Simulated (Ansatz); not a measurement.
Mulliken charges of C2H5BO (`B/C=C\O`) from PBE/def2-TZVPP in Ansatz (PBE0-D4/def2-TZVP geometry).

```json
{"atom": "B1", "x (Å)": "0.016", "y (Å)": "1.534", "z (Å)": "-0.257", "charge (e)": "-0.100"}
{"atom": "C2", "x (Å)": "0.132", "y (Å)": "0.324", "z (Å)": "0.653", "charge (e)": "-0.216"}
{"atom": "C3", "x (Å)": "0.007", "y (Å)": "-0.956", "z (Å)": "0.252", "charge (e)": "0.098"}
{"atom": "O4", "x (Å)": "-0.237", "y (Å)": "-1.318", "z (Å)": "-1.012", "charge (e)": "-0.177"}
{"atom": "H5", "x (Å)": "-0.202", "y (Å)": "1.407", "z (Å)": "-1.426", "charge (e)": "0.010"}
{"atom": "H6", "x (Å)": "0.142", "y (Å)": "2.637", "z (Å)": "0.193", "charge (e)": "0.002"}
{"atom": "H7", "x (Å)": "0.329", "y (Å)": "0.431", "z (Å)": "1.716", "charge (e)": "0.094"}
{"atom": "H8", "x (Å)": "0.101", "y (Å)": "-1.785", "z (Å)": "0.955", "charge (e)": "0.085"}
{"atom": "H9", "x (Å)": "-0.288", "y (Å)": "-2.274", "z (Å)": "-1.076", "charge (e)": "0.203"}
```

Problem. By hand: the dipole of these point charges (1 e Å = 4.8032 D).

Solution. Σ q r = (-0.008, -0.637, 0.099) e Å, of length 0.645 e Å = 3.10 D.

Problem. How does the dipole of the full density compare? (An estimate is asked.)

Solution. Computed: (-0.007, -0.795, 0.137) e Å, 3.87 D; the point charges give 0.80 times that, at 1° from its direction.

Point charges leave out the atoms' own dipoles, such as those of lone pairs, and Mulliken's split depends on the basis, so the two needn't agree.
